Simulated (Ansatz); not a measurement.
A nudged elastic band was laid between two geometries of H2O + H6N2Si (12 atoms, charge 0, multiplicity 1).

All numbers below come from RKS revPBE-D4/cc-pVDZ (Ansatz).

```yaml
movable_images: 5
climbing_image: yes
spring: 5.0 eV/Å²
optimiser: quadratic models (default)
start_path: through a guess of the saddle point
force_threshold: 0.05 eV/Å
iteration_limit: 60
end_points: relaxed
```

Image 0:

```xyz
12
Properties=species:S:1:pos:R:3
Si 0.247 0.061 -0.187
H 0.256 0.036 1.345
N 1.874 0.243 -0.869
H 2.332 -0.655 -1.069
H 2.522 0.787 -0.287
N -0.747 1.342 -0.866
H -1.575 1.564 -0.299
H -0.229 2.196 -1.100
H -0.253 -1.300 -0.629
O -2.655 0.087 1.093
H -2.715 -0.725 0.550
H -1.931 -0.138 1.714
```

Image 6:

```xyz
12
Properties=species:S:1:pos:R:3
Si -0.449 0.109 -0.867
H -0.022 -0.306 3.290
N 1.273 0.091 -0.523
H 1.706 -0.837 -0.455
H 1.582 0.654 0.279
N -0.867 1.696 -1.462
H -1.650 2.165 -0.998
H -0.096 2.350 -1.617
H -0.642 -1.023 -1.852
O -1.556 -0.128 0.430
H -1.778 -1.071 0.553
H -0.377 -0.200 2.616
```

Which bonds break or form, and what moves?

Bonds broken: Si1–H2, O10–H12. Bonds formed: Si1–O10, H2–H12. H2O + H6N2Si becomes H2 + H6N2OSi.

Give the energies along the band, and the barrier.

The run converged. The highest image is number 2 of 0 to 6, 1.13 eV above the first end and 1.87 eV above the last; the last end lies 0.74 eV below the first. A vibrational analysis at the climbing image gives one clearly imaginary mode, 1117i cm⁻¹: a first-order saddle point. The orbitals stay closed-shell, which can raise the energy where a bond breaks towards radicals; this wasn't checked here.

```json
{"image": "0", "path coordinate (Å)": "0.00", "energy (eV)": "0.00", "Si1–H2 (Å)": "1.53", "O10–H12 (Å)": "0.98", "Si1–O10 (Å)": "3.17"}
{"image": "1", "path coordinate (Å)": "1.01", "energy (eV)": "0.12", "Si1–H2 (Å)": "1.55", "O10–H12 (Å)": "0.99", "Si1–O10 (Å)": "2.66"}
{"image": "2", "path coordinate (Å)": "2.03", "energy (eV)": "1.13", "Si1–H2 (Å)": "1.89", "O10–H12 (Å)": "1.28", "Si1–O10 (Å)": "2.01"}
{"image": "3", "path coordinate (Å)": "2.81", "energy (eV)": "0.18", "Si1–H2 (Å)": "2.46", "O10–H12 (Å)": "1.81", "Si1–O10 (Å)": "1.78"}
{"image": "4", "path coordinate (Å)": "3.59", "energy (eV)": "-0.46", "Si1–H2 (Å)": "3.06", "O10–H12 (Å)": "2.06", "Si1–O10 (Å)": "1.73"}
{"image": "5", "path coordinate (Å)": "4.37", "energy (eV)": "-0.70", "Si1–H2 (Å)": "3.68", "O10–H12 (Å)": "2.29", "Si1–O10 (Å)": "1.72"}
{"image": "6", "path coordinate (Å)": "5.15", "energy (eV)": "-0.74", "Si1–H2 (Å)": "4.20", "O10–H12 (Å)": "2.48", "Si1–O10 (Å)": "1.72"}
```

What is the geometry of the highest image?


```xyz
12
Properties=species:S:1:pos:R:3
Si -0.239 0.053 -0.273
H 0.104 -0.052 1.578
N 1.501 0.155 -0.637
H 1.979 -0.754 -0.587
H 2.045 0.812 -0.063
N -0.803 1.573 -0.882
H -1.660 1.987 -0.515
H -0.146 2.246 -1.278
H -0.514 -1.285 -0.924
O -1.945 -0.091 0.773
H -2.286 -1.006 0.679
H -0.911 -0.137 1.524
```

What are the harmonic wavenumbers there?

1117i, 150, 214, 273, 287, 316, 329, 466, 501, 565, 595, 679, 719, 755, 802, 833, 896, 909, 1027, 1357, 1472, 1531, 1595, 1869, 2100, 3418, 3496, 3509, 3619, 3641 cm⁻¹.

The band took 18 iterations and about 110 core-seconds.

Time of the run: 55 s on 2 threads of AMD EPYC 9R45 96-Core Processor (Zen 5), on a shared host, peak memory 0.16 GiB.
